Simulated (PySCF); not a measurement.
C₄H₂BrCl, SMILES C(/C=C(\Br)Cl)#C. Atoms are numbered in the order given.

```xyz
8

C      0.5679    -3.2796     0.0000
C      0.9246    -2.1140     0.0000
C      1.3863    -0.7820     0.0000
C      0.5922     0.3158     0.0000
Cl     1.2584     1.9033     0.0000
Br    -1.2836     0.2204     0.0000
H      0.2400    -4.3027     0.0000
H      2.4690    -0.6071     0.0000
```
Charge 0, spin multiplicity 1.

Geometry: r2SCAN-D4/def2-SVP. The structure was generated by enumeration; whether it is a known compound was not checked.

Calculation: SMD-B3LYP/def2-SVP run with PySCF.

Solvation free energies are E(SMD) − E(gas) at the gas-phase geometry, for 1 M in both phases. Bromine has the revised SMD18 radius of 2.60 Å. In vacuum the dipole moment is 0.74 D.

```csv
solvent,ΔG(solv) (kcal/mol),its non-electrostatic (CDS) part,dipole (D)
water,-0.2,3.5,1.11
n-hexane,-4.3,-3.0,0.87
acetone,-4.9,-1.5,1.08
```
